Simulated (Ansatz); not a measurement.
(CaO)n off: PBE0-D4/def2-TZVP single points in Ansatz on relaxed structures, gas phase. Each cluster is the lowest isomer that a short search found in that spin, judged at the geometry's level, and lower ones may exist. Binding counts from free atoms in the multiplicity of their measured ground term, without zero-point energy. The structures are stationary points that may keep the symmetry of their start. Remarks come from the PBE and PBE0 runs and from stability tests at other levels; not every state was tested.

```
                 species  atoms    state            geometry  HOMO (eV)  LUMO (eV)  gap (eV)  binding per atom (eV)  point group (within 0.1 Å)                        remarks
Ca2O3 (with an O–O bond)      5  singlet  r2SCAN-D4/def2-SVP      -4.93      -1.03      3.90                   3.42                         C2v                              –
Ca6O5 (with an O–O bond)     11  singlet     PBE-D4/def2-SVP      -3.30      -1.58      1.72                   3.58                           –  restricted SCF unstable in HF
```

**Question.** Estimate the rows for Ca4O3 (singlet, r2SCAN-D4/def2-SVP geometry).

**Answer.** 
```csv
species,atoms,state,geometry,HOMO (eV),LUMO (eV),gap (eV),binding per atom (eV),point group (within 0.1 Å),remarks
Ca4O3,7,singlet,r2SCAN-D4/def2-SVP,-2.93,-1.10,1.83,3.69,C3v,restricted SCF unstable in HF
```

The gap (eV) runs from 1.72 (Ca6O5 (with an O–O bond)) to 3.90 (Ca2O3 (with an O–O bond)). The binding per atom (eV) runs from 3.42 (Ca2O3 (with an O–O bond)) to 3.69 (Ca4O3).
